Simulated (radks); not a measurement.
Ionisation of the neon ion Ne2+, [He] 2s2 2p4, to [He] 2s2 2p3 as the strength of local exchange is varied. Calculated with a radial shooting solver on a logarithmic mesh with Libxc functionals: Dirac Kohn-Sham, Slater X-alpha exchange (alpha = 2/3 is LDA exchange), no correlation, spin-unpolarised, spherical densities, point nucleus; open shells fill j = l - 1/2 first.

alpha  E(Ne2+) (hartree)  exchange (hartree)  IE (eV)  -e of the level emptied (eV)  <r> of it (bohr)
0.573         -123.96044            -8.36433   62.894                50.519 (2p3/2)            0.8284
0.602         -124.38432            -8.81062   63.733                51.306 (2p3/2)            0.8243
0.667         -125.33841            -9.81893   65.633                53.094 (2p3/2)            0.8154
0.773         -126.90622           -11.48703   68.794                56.074 (2p3/2)            0.8012
0.835         -127.83008           -12.47636   70.678                57.855 (2p3/2)            0.7932
0.897         -128.75899           -13.47576   72.588                59.663 (2p3/2)            0.7854
0.988         -130.13153           -14.96085   75.438                62.368 (2p3/2)            0.7742
1.049         -131.05767           -15.96848   77.379                64.214 (2p3/2)            0.7669

NIST Atomic Spectra Database: 63.423 eV (measured). The Delta-SCF value meets it near alpha = 0.59. Spin polarisation and multiplet splitting are left out, so open shells lie too high by an amount that depends on their filling.

Beside tabulated values, note that spin-unpolarised runs miss the spin-polarisation part of the exchange energy of open shells.
